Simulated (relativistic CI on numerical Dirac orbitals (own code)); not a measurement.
# Mo5+ (4d) in a crystal field

Calculated by Dirac-Coulomb-Breit CI, separate exchange-only KLI orbitals for each configuration, model QED (radiative potential, 1s self-energy scaled to tabulated hydrogen-like ionisation energies), one configuration in a parametric crystal field, unscaled Slater integrals (own radial code).

Field parameters in Wybourne normalisation: D4h B²₀ = −7Ds, B⁴₀ = 21(Dq − Dt), B⁴₄ = 21√(5/14) Dq. The field is a parameter set, without covalency.

S is read from ⟨S²⟩ = S(S + 1).

Levels (cm⁻¹, degeneracy): 0 (2), 338 (2), 1787 (2), 18230 (2), 22695 (2).

(1) Which field gives this pattern?
A. D4h, 10Dq = 22250, Ds = -910, Dt = 750 cm⁻¹
B. D4h, 10Dq = 21500, Ds = 720, Dt = 320 cm⁻¹
C. D4h, 10Dq = 14150, Ds = -1360, Dt = 60 cm⁻¹
D. D4h, 10Dq = 22200, Ds = -750, Dt = 690 cm⁻¹

## Answers

(1) B. D4h, 10Dq = 21500, Ds = 720, Dt = 320 cm⁻¹, ground level with S = 0.50.
